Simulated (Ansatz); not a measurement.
C₂₂H₂₃BrS⁺, that is (4-tert-butylphenyl)diphenylsulfonium bromide with one electron fewer. The state is a doublet with charge 1. Geometry PBE-D4/def2-SVP, that of the neutral singlet; atoms count from 1.

```
atom   x (Å)   y (Å)   z (Å)
  C1  -5.115  -0.690  -0.360
  C2  -4.109   0.309   0.242
  C3  -4.405   0.449   1.754
  C4  -4.300   1.677  -0.455
  C5  -2.654  -0.147   0.051
  C6  -1.598   0.641   0.566
  C7  -0.258   0.268   0.416
  C8   0.049  -0.910  -0.289
  S9   1.765  -1.476  -0.477
 C10   2.396  -0.782   1.145
 C11   2.113  -1.587   2.262
 C12   2.610  -1.226   3.521
 C13   3.409  -0.078   3.659
 C14   3.705   0.708   2.535
 C15   3.200   0.362   1.270
 C16   2.583  -0.323  -1.597
 C17   1.967   0.845  -2.061
 C18   2.698   1.700  -2.901
 C19   4.020   1.391  -3.255
 C20   4.619   0.213  -2.775
 C21   3.902  -0.657  -1.946
 C22  -0.970  -1.716  -0.813
 C23  -2.306  -1.332  -0.628
 H24  -5.039  -1.690   0.113
 H25  -6.149  -0.323  -0.198
 H26  -4.974  -0.812  -1.454
 H27  -3.741   1.192   2.240
 H28  -5.452   0.782   1.910
 H29  -4.271  -0.520   2.277
 H30  -4.090   1.603  -1.541
 H31  -5.345   2.029  -0.330
 H32  -3.630   2.453  -0.032
 H33  -1.820   1.573   1.107
 H34   0.536   0.890   0.853
 H35   1.497  -2.494   2.145
 H36   2.382  -1.851   4.398
 H37   3.807   0.200   4.647
 H38   4.333   1.606   2.640
 H39   3.432   0.982   0.393
 H40   0.926   1.074  -1.795
 H41   2.221   2.614  -3.286
 H42   4.585   2.066  -3.915
 H43   5.651  -0.040  -3.062
 H44   4.349  -1.597  -1.593
 H45  -0.696  -2.609  -1.401
 H46  -3.088  -1.983  -1.042
Br47   1.259  -2.788  -2.938
```

Single mean-field runs in def2-TZVP are fitted with def2-universal-jkfit.

**Question.** Estimate the Mulliken populations of the heavy atoms from the PBE0/def2-TZVP orbitals of Ansatz.

**Answer.** 
```json
{"atom": "C1", "charge (e)": "-0.41", "spin (α − β)": "0.00"}
{"atom": "C2", "charge (e)": "0.03", "spin (α − β)": "0.00"}
{"atom": "C3", "charge (e)": "-0.38", "spin (α − β)": "0.00"}
{"atom": "C4", "charge (e)": "-0.38", "spin (α − β)": "0.00"}
{"atom": "C5", "charge (e)": "0.24", "spin (α − β)": "0.02"}
{"atom": "C6", "charge (e)": "-0.22", "spin (α − β)": "0.01"}
{"atom": "C7", "charge (e)": "-0.23", "spin (α − β)": "0.00"}
{"atom": "C8", "charge (e)": "0.08", "spin (α − β)": "0.02"}
{"atom": "S9", "charge (e)": "0.22", "spin (α − β)": "0.06"}
{"atom": "C10", "charge (e)": "0.08", "spin (α − β)": "0.03"}
{"atom": "C11", "charge (e)": "-0.14", "spin (α − β)": "0.01"}
{"atom": "C12", "charge (e)": "-0.15", "spin (α − β)": "-0.01"}
{"atom": "C13", "charge (e)": "-0.08", "spin (α − β)": "0.02"}
{"atom": "C14", "charge (e)": "-0.14", "spin (α − β)": "0.00"}
{"atom": "C15", "charge (e)": "-0.15", "spin (α − β)": "0.01"}
{"atom": "C16", "charge (e)": "0.06", "spin (α − β)": "0.01"}
{"atom": "C17", "charge (e)": "-0.11", "spin (α − β)": "0.00"}
{"atom": "C18", "charge (e)": "-0.14", "spin (α − β)": "0.00"}
{"atom": "C19", "charge (e)": "-0.08", "spin (α − β)": "0.01"}
{"atom": "C20", "charge (e)": "-0.12", "spin (α − β)": "0.00"}
{"atom": "C21", "charge (e)": "-0.14", "spin (α − β)": "0.00"}
{"atom": "C22", "charge (e)": "-0.11", "spin (α − β)": "0.01"}
{"atom": "C23", "charge (e)": "-0.25", "spin (α − β)": "-0.01"}
{"atom": "Br47", "charge (e)": "-0.05", "spin (α − β)": "0.83"}
```
Mulliken values and Mayer orders depend strongly on the basis.

**Question.** Where does the spin sit?

**Answer.** Summed by element: C 0.12, S 0.06, H 0.00, Br 0.83, of 1 unpaired in all. Largest on single atoms: Br47 0.83, S9 0.06, C10 0.03.

**Question.** And the Mayer bond orders between bonded heavy atoms (over 0.3)?

**Answer.** C1–C2 0.99 (1.54 Å); C2–C3 0.98 (1.55 Å); C2–C4 0.98 (1.55 Å); C2–C5 0.91 (1.54 Å); C5–C6 1.28 (1.41 Å); C5–C23 1.33 (1.41 Å); C6–C7 1.51 (1.40 Å); C7–C8 1.28 (1.41 Å); C8–S9 0.97 (1.82 Å); C8–C22 1.34 (1.40 Å); S9–C10 0.86 (1.87 Å); S9–C16 0.88 (1.80 Å); C10–C11 1.35 (1.41 Å); C10–C15 1.36 (1.40 Å); C11–C12 1.45 (1.40 Å); C12–C13 1.40 (1.41 Å); C13–C14 1.41 (1.40 Å); C14–C15 1.43 (1.41 Å); C16–C17 1.37 (1.40 Å); C16–C21 1.35 (1.40 Å); C17–C18 1.43 (1.40 Å); C18–C19 1.41 (1.40 Å); C19–C20 1.39 (1.41 Å); C20–C21 1.44 (1.40 Å); C22–C23 1.50 (1.40 Å).
